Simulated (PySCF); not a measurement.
**Energy of Cr⁺ (chromium, charge +1) between two integer charges**

The 3d alpha orbital of [Ar] 3d5 is emptied in steps (occupation f), with all orbitals relaxed, ending at [Ar] 3d4. Computed with PySCF 2.14 in def2-TZVP (6s4p4d1f, 45 functions), with the non-relativistic Hamiltonian (point nucleus). The exact energy is a straight line in f; departures are measured from the line between the end points of the same method.

```csv
f,BLYP (eV)
1,0.000
0.9,-0.567
0.7,-1.346
0.5,-1.628
0.3,-1.388
0.1,-0.603
0,0.000
```

| method | E(f=0) − E(f=1) (eV) | −ε at f=1 (eV) | −ε at f=0.5 (eV) |
| --- | --- | --- | --- |
| BLYP | 17.036 | 10.791 | 16.910 |

Orbital energy along the path (eV):

```tsv
f	BLYP
1	-10.791
0.9	-11.946
0.7	-14.362
0.5	-16.910
0.3	-19.579
0.1	-22.357
0	-23.782
```

Reference removal energy between the ground levels: 16.486 eV (measured; NIST Atomic Spectra Database, ionization energies). The calculation has no spin-orbit coupling. The determinant left behind need not be the lowest term of the ion.
